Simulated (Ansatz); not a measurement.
H$_{2}$BO$_{3}$ (SMILES [O]B(O)O), doublet, at a GFN2-xTB geometry; MP2/STO-3G (Ansatz, a program for electronic structure).

The Ansatz input:
Ansatz 0.2 input:
```yaml
crystal:
  periodic: [false, false, false]
  atoms:
    - {symbol: O, position_ang: [1.34790420, -0.49857345, 0.00923664]}
    - {symbol: B, position_ang: [0.12623520, -0.04669287, 0.00086504]}
    - {symbol: O, position_ang: [-0.94645583, -0.91561202, -0.00145748]}
    - {symbol: O, position_ang: [-0.12278728, 1.31111211, -0.00586961]}
    - {symbol: H, position_ang: [-1.81315905, -0.50618699, -0.00774958]}
    - {symbol: H, position_ang: [-1.04730568, 1.56423828, -0.01185202]}
basis:
  gaussian:
    orbitals: STO-3G
magnetization: {spin_polarized: true, initial_magnetization: 1}
correlation: {method: mp2}
```

The log (banner, timings and long lists left out):

```
Functional definition: HF
311 factors; integrals over basis functions are off by at most 4.8e-5 eV
mean field evaluation 1: about -6721.8478 eV, gradient 2.0e1 eV
mean field evaluation 2: about -6721.9438 eV, gradient 2.1e1 eV
mean field evaluation 4: about -6725.5924 eV, gradient 1.9e0 eV
mean field evaluation 8: about -6725.6641 eV, gradient 8.3e-5 eV
mean field evaluation 16: about -6724.9813 eV, gradient 6.5e-2 eV
mean field evaluation 32: about -6725.6027 eV, gradient 7.4e-1 eV
mean field -6725.66203232 eV, -247.1635208703 hartree, gradient 7.9e-7 eV, S^2 0.754547; 6 other end points of the search recorded, 0 dependent functions left out
4 core orbitals not correlated
reference -6725.66203232 eV, -247.1635208703 hartree; 12, 11 occupied and 6, 7 virtual orbitals, 311 factors
second order -3.43194535 eV of doubles, -0.00000000 eV of singles
Total energy: -6729.09397767 eV, -247.2896425358 hartree
```
